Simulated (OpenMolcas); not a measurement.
Nb²⁺: effect of the active space

| Quantity | Value |
| --- | --- |
| Program | OpenMolcas 26.06 |
| Method | CASSCF |
| Basis | ANO-R1 |
| Scalar Hamiltonian | X2C, finite nucleus |
| Spin-orbit coupling | RASSI with atomic mean-field integrals over the reference wave functions, term energies averaged over their components |

A. 3 electrons in 5 orbitals (4d); 2S+1 = 4 even, 10 roots; 2S+1 = 2 even, 40 roots; cost of the order of 9 core-seconds
B. 3 electrons in 6 orbitals (4d 5s); 2S+1 = 4 even, 20 roots; 2S+1 = 2 even, 70 roots kept (CI in the orbitals of an earlier block); cost of the order of 21 core-seconds

Energies in cm⁻¹ above 4d³ ⁴F_3/2, the measured ground level; measured values from the list in Shadmi, J. Res. Natl. Bur. Stand. 70A, 435 (1966).

```tsv
Level	A	B	Measured
4d³ ⁴F_3/2	0.0	0.0	0.0
4d³ ⁴F_5/2	513	534	516
4d³ ⁴F_7/2	1186	1229	1177
4d³ ⁴F_9/2	1981	2046	1939
4d³ ⁴P_1/2	11164	11245	8664
4d³ ⁴P_3/2	11265	11215	8608
4d³ ²G_7/2	11918	11752	9236
4d³ ⁴P_5/2	11980	12193	9594
4d³ ²G_9/2	12469	12354	9804
4d³ ²P_3/2 [57 %]	15412	13941	
4d³ ²P_1/2	15546	13610	
4d³ ²H_9/2	15734	16056	12916
4d³ ²H_11/2	16074	16442	13264
4d³ ²D_5/2(1)	17526	16754	13094
4d³ ²D_3/2(1) [61 %]	17591	16483	
4d³ ²F_7/2	26091	24962	19861
4d³ ²F_5/2	26347	25026	19975
4d³ ²D_5/2(2)	40577	41687	
4d³ ²D_3/2(2)	40874	41367
```

Deviations, from unrounded energies. A percentage is the sum of absolute deviations over the sum of measured energies, with the sign that they share, or ± where signs differ.

```csv
Against measurement,Levels,A,B
mean absolute deviation (cm-1),13,2700,2600
fine structure of the ground term (%),3,±1.5,+4.9
other terms of the ground configuration (%),10,+28.4,+26.4
```

B lies closest to measurement on these levels. The largest miss of B in the table is 4d³ ²F_7/2, by +5100 cm-1. The ranking rests on the paired levels alone, and a cruder setting can come out closer through cancelling errors.

Between A and B the level of the table that moves most is 4d³ ²P_1/2, by 1900 cm-1 (lowest in B, highest in A).

Without dynamic correlation excited terms often stand tens of per cent too high (terms of higher spin than the ground term too low), and those without a measured partner can miss by more than the paired ones. Levels of configurations with an s electron are missing; early in the row they begin among the upper levels of the d shell and mix with terms of their name (holds for A). Terms from blocks run as CI alone lack orbitals of their own (holds for B). Configurations are named by rounded mean occupations; where the s occupation lies near a half they are strongly mixed, a name can repeat and a true partner stay unpaired (holds for B). Computed and measured levels are paired by configuration, term and J; levels that our copy of the source lacks, or whose pairing is in doubt (as where it misses far off the trend of its configuration), stay unpaired and out of the deviations. Levels of configurations outside the active space are missing. The table leaves out levels that lie high or whose names do not pair safely across all columns.

A share in square brackets marks a mixed level and gives the weight of the term that names it, the lowest over the columns. A number in round brackets counts repeated terms of one configuration in the order of the reference energies.
